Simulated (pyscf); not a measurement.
# H₂N–In(NH₂)–OH (SMILES [NH2][In]([NH2])[OH]), singlet

Gas-phase minimum from PySCF at ωB97X-D3(BJ)/def2-SVP, one conformer. 

SMILES: [NH2][In]([OH])[NH2]
```xyz
9

N      1.4041     0.7292     0.4702
In    -0.5813     0.3309     0.4054
N     -1.4185    -1.4653     0.7890
O     -1.8786     1.7783    -0.0610
H      2.0348    -0.0588     0.3495
H      1.7475     1.5083    -0.0846
H     -2.4068    -1.4588     1.0257
H     -0.9296    -2.0967     1.4168
H     -1.4573     2.6268    -0.2367
```
Charge 0, spin multiplicity 1.

Bond lengths (Å): N1–In2 2.026, N1–H5 1.017, N1–H6 1.016, In2–N3 2.019, In2–O4 1.999, N3–H7 1.016, N3–H8 1.016, O4–H9 0.964. Bond angles (°): In2–N1–H5 116.9, In2–N1–H6 117.7, H5–N1–H6 108.7, N1–In2–N3 125.1, N1–In2–O4 120.1, N3–In2–O4 114.8, In2–N3–H7 116.2, In2–N3–H8 118.1, H7–N3–H8 109.2, In2–O4–H9 113.4.

Properties at ωB97X-D3(BJ)/def2-SVP:

```yaml
harmonic_wavenumbers_unscaled: 118, 131, 151, 172, 243, 252, 370, 394, 603, 625, 640, 732, 796, 801, 1538, 1544, 3592, 3596, 3689, 3696, 3911 cm⁻¹
zero_point_energy: 39.4 kcal/mol
rotational_symmetry_number: 1
Entropy of this conformer at 298 K and 1 atm, rigid rotor and harmonic oscillator, modes under 100 cm⁻¹ raised to 100: 360.0 J/(mol K)
dipole_moment: 1.95 D
```

Single-point totals, which compare only within one level:

```json
[
 {"level": "ωB97X-D3(BJ)/def2-TZVP", "total energy (hartree)": "-378.10515"},
 {"level": "PBE/def2-TZVP", "total energy (hartree)": "-377.77241"},
 {"level": "r²SCAN/def2-TZVP", "total energy (hartree)": "-377.95538"},
 {"level": "B3LYP-D3(BJ)/def2-TZVP", "total energy (hartree)": "-378.06323"},
 {"level": "PBE0-D3(BJ)/def2-TZVP", "total energy (hartree)": "-377.77673"},
 {"level": "M06-2X/def2-TZVP", "total energy (hartree)": "-377.83837"},
 {"level": "ωB97M-D3(BJ)/def2-TZVP", "total energy (hartree)": "-378.05632"}
]
```

Soft torsions are taken as harmonic, which can shift the entropy by several J/(mol K). Elements past Kr carry the def2 core potentials, without spin-orbit coupling.
